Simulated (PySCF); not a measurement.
# Relaxation of singlet MoF₆

Computed with PBE0/[Mo def2-TZVP with ECP28, F def2-TZVP], scalar-relativistic core potentials, density fitting, no spin–orbit coupling, PySCF. A (50,194) grid was used.

A hand-made octahedral start, of Oh symmetry, held to at least that symmetry:

Coordinates in bohr (charge 0 multiplicity 1):
```
Mo    0.0000    0.0000    0.0000
F     0.0000    0.0000    3.8172
F     0.0000    0.0000   -3.8172
F     3.8172    0.0000    0.0000
F     0.0000    3.8172    0.0000
F    -3.8172    0.0000    0.0000
F     0.0000   -3.8172    0.0000
```

Optimiser trace:
```json
{"step": "0", "E − E(last) (kJ/mol)": "336.65", "largest gradient (Eh/bohr)": "0.09196"}
{"step": "1", "E − E(last) (kJ/mol)": "46.97", "largest gradient (Eh/bohr)": "0.04393"}
{"step": "2", "E − E(last) (kJ/mol)": "12.34", "largest gradient (Eh/bohr)": "0.02724"}
{"step": "3", "E − E(last) (kJ/mol)": "0.33", "largest gradient (Eh/bohr)": "0.00404"}
{"step": "4", "E − E(last) (kJ/mol)": "0.00", "largest gradient (Eh/bohr)": "0.00035"}
{"step": "5", "E − E(last) (kJ/mol)": "0.00", "largest gradient (Eh/bohr)": "0.00000"}
```

It ends at Oh with Mo–F 1.817 Å (×6); F–Mo–F 90.0° (×12), F–Mo–F 180.0° (×3). No frequency check is given, so it may be a saddle point. Other isomers or separated fragments may lie lower.
